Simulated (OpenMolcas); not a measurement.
B: effect of the active space

- Program: OpenMolcas
- Method: XMS-CASPT2 or its RAS form, IPEA 0.25 Eh, imaginary shift 0.1 Eh
- Basis: ANO-RCC-VTZP
- Scalar Hamiltonian: DKH2, point nucleus
- Spin-orbit coupling: RASSI with atomic mean-field integrals over the reference wave functions, term energies averaged over their components

A. 3 electrons in 4 orbitals (2s 2p); 2S+1 = 4 odd, 1 root (0 in the spin-orbit step); 2S+1 = 2 odd, 3 roots; 2S+1 = 4 even, 3 roots; 2S+1 = 2 even, 5 roots; closed shells correlated: 1s; CASPT2 step of the order of 1.3 core-seconds
B. 3 electrons in 8 orbitals (2s 2p 3s 3p); 2S+1 = 4 odd, 1 root (0 in the spin-orbit step); 2S+1 = 2 odd, 3 roots; 2S+1 = 4 even, 3 roots; 2S+1 = 2 even, 6 roots; closed shells correlated: 1s; CASPT2 step about 4 core-seconds
C. 3 electrons in 9 orbitals (RAS2 2s 2p; RAS3 3d, at most 2 electrons); 2S+1 = 4 odd, 1 root (0 in the spin-orbit step); 2S+1 = 2 odd, 3 roots; 2S+1 = 4 even, 3 roots; 2S+1 = 2 even, 5 roots; closed shells correlated: 1s; CASPT2 step of the order of 6 core-seconds

Energies in cm⁻¹ above 2s² 2p ²P°_1/2, the measured ground level; measured values from NIST Handbook of Basic Atomic Spectroscopic Data.

```json
{"Level": "2s² 2p ²P°_1/2", "A": "0.0", "B": "0.0", "C": "0.0", "Measured": "0.0"}
{"Level": "2s² 2p ²P°_3/2", "A": "14.5", "B": "13.1", "C": "14.5", "Measured": "15.3"}
{"Level": "2s 2p² ⁴P_1/2", "A": "27490", "B": "27900", "C": "28080", "Measured": "28870"}
{"Level": "2s 2p² ⁴P_3/2", "A": "27490", "B": "27900", "C": "28090", "Measured": "28875"}
{"Level": "2s 2p² ⁴P_5/2", "A": "27500", "B": "27910", "C": "28090", "Measured": "28881"}
{"Level": "2s 2p² ²D_3/2", "A": "48160", "B": "47650", "C": "48910", "Measured": "47857"}
{"Level": "2s 2p² ²D_5/2", "A": "48160", "B": "47650", "C": "48910", "Measured": "47857"}
```

Deviations, from unrounded energies. A percentage is the sum of absolute deviations over the sum of measured energies, with the sign that they share, or ± where signs differ.

```json
{"Against measurement": "mean absolute deviation (cm-1)", "Levels": "6", "A": "790", "B": "550", "C": "750"}
{"Against measurement": "fine structure of the ground term (%)", "Levels": "1", "A": "-4.8", "B": "-14.0", "C": "-5.3"}
{"Against measurement": "other configurations (%)", "Levels": "5", "A": "±2.6", "B": "-1.8", "C": "±2.5"}
```

B lies closest to measurement on these levels and A furthest from it. The largest miss of B in the table is 2s 2p² ⁴P_1/2, by -970 cm-1. The ranking rests on the paired levels alone, and a cruder setting can come out closer through cancelling errors.

Among A to C the level of the table that moves most is 2s 2p² ²D_3/2, by 1300 cm-1 (lowest in B, highest in C). Moves below CASPT2's spread within the term are not significant.

Term energies are means over components that CASPT2 splits; among the terms shown or strongly mixed into the levels shown the widest spread is 250 cm-1 (2s 2p² ²D, A). Over all roots computed the reference weight is 0.93 to 0.99 in A, 0.93 to 0.99 in B; the roots of lowest weight are the least certain, and an intruder state may touch them. Active for correlation alone: 3p 3s; no level in the range computed is led by a configuration that fills them, so any true level of that kind is missing (holds for B). Active for correlation alone: 3d; no level in the range computed is led by a configuration that fills it, so any true level of that kind is missing (holds for C). Computed and measured levels are paired by configuration, term and J; levels that our copy of the source lacks, or whose pairing is in doubt (as where it misses far off the trend of its configuration), stay unpaired and out of the deviations. Levels of configurations outside the active space are missing. Levels that lie high or do not pair safely by name in every column are left out.

° marks odd parity.
